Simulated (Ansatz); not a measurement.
Ideal-gas functions of C2HBrClF (`F/C=C(/Cl)Br`) at 500 K and 1 bar, from an Ansatz frequency run at PBE0-D4/def2-TZVP.

Molar mass 159.39 g/mol, point group Cs (symmetry number 1), electronic degeneracy 1, moments of inertia 189.542, 246.374, 435.916 u Å². Harmonic wavenumbers (cm⁻¹, unscaled): 170, 235, 273, 441, 466, 580, 848, 958, 1191, 1313, 1726, 3233.

Use S(trans) = R[1.5 ln M + 2.5 ln T − 1.1517]; rotational temperatures θ = 24.2544 K / I; S(rot) = R[ln(√π/σ · √(T³/θAθBθC)) + 1.5]; for each mode x = 1.438777 ν̃/T, S = R[x/(eˣ − 1) − ln(1 − e⁻ˣ)] and H = RT x/(eˣ − 1); 1 cm⁻¹ = 0.0119627 kJ/mol; R = 8.31446 J/(mol·K).

**Question.** By hand: the entropy, in J/(mol·K).

**Answer.** Translation 182.9. Rotation: θ = 0.128, 0.0984, 0.0556 K, giving 124.9. Vibration, mode by mode: 14.34, 11.72, 10.53, 6.87, 6.47, 4.96, 2.69, 2.10, 1.23, 0.93, 0.35, 0.01, in all 62.2. Electronic 0.0. Sum 370.0 J/(mol·K).

**Question.** By hand: H − E and G − E in kJ/mol, counted from the electronic energy.

**Answer.** Zero-point energy ½ × 11434 × 0.0119627 = 68.4; thermal vibration 17.3; translation, rotation and pV give 4 RT = 16.6. H − E = 102.3 kJ/mol, and G − E = 102.3 − 500 × 370.0/1000 = -82.7 kJ/mol.

Vibration gives 17 % of the entropy.
